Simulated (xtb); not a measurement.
sulfur difluoride (F₂S), singlet, at a GFN2-xTB geometry. Base run: xtb with GFN2-xTB.

Here is a job for xtb.
```
$ xtb mol.xyz --gfn 2 --json

# file mol.xyz
3

F     -1.22261386    -0.51635383    -0.00299560
S     -0.00426607     0.57046599    -0.00656447
F      1.23019799    -0.49780793     0.01466578
```

Variants of this job, named by their change:

```csv
change,ΔE vs base (kcal/mol),HOMO-LUMO gap (eV),dipole (D),SCF cycles
base,0.000,2.49,1.78,10
acc = 1000,0.000,2.49,1.77,5
etemp = 10000,(withheld),(withheld),(withheld),9
file = coord,0.000,2.49,1.78,10
gbsa = toluene,-1.75,2.45,1.93,10
etemp = 5000,-2.07,2.58,1.74,9
acc = 0.0001,0.000,2.49,1.78,14
```

Problem. Complete the blanks.

Solution. 
- etemp = 10000, ΔE vs base (kcal/mol): -17.49
- etemp = 10000, HOMO-LUMO gap (eV): 2.79
- etemp = 10000, dipole (D): 1.59

ALPB and GBSA are two models with their own fitted parameters for each solvent, which aren't always the measured dielectric constant.
